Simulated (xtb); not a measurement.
C₂H₈O₂Si, SMILES O[Si@H](C)OC. All values are semi-empirical tight-binding results from xtb (GFN2-xTB unless named), good for trends rather than for accurate numbers. Coordinates come from a GFN2-xTB optimisation. The structure was generated by enumeration; whether it is a known compound was not checked. One conformer was computed; it need not be the lowest.

Computed properties:
The orbital gap is 7.23 eV and the dipole moment is 1.26 D. The zero-point energy is 62.6 kcal/mol. The G − E(el) at 298.15 K (modified RRHO) comes out as 42.1 kcal/mol. The static polarisability (D4 model) comes out as 66.0 bohr³ and the solvation energy, GFN2-xTB/ALPB(water) is -4.2 kcal/mol. The solvation energy, GFN2-xTB/ALPB(dmf) comes out as -7.8 kcal/mol.
